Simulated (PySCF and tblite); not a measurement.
Values are calculated unless marked as measured or tabulated.
System: C4H9NSe, numbered as in [CH3:1][CH2:2][N:3]([CH3:4])[CH:5]=[Se:6].

Motion: rotation about the C2–N3 bond (torsion C1–C2–N3–C4 from -90° to 90°, rising). GFN2-xTB gives an electronic barrier of 2.3 kcal/mol.

Spin–orbit effects of heavy atoms on shieldings are missing.

What does PBE0/pcSseg-1 + D3(BJ) give on GFN2-xTB geometries?

A barrier of 3.0 kcal/mol, 0.7 above the tight-binding barrier (from unrounded values) and, with GFN2-xTB thermal terms, ΔG‡(298 K) = 3.6 kcal/mol and k = 1.4×10¹⁰ s⁻¹ (1 equivalent path).

Programs: tblite and PySCF.
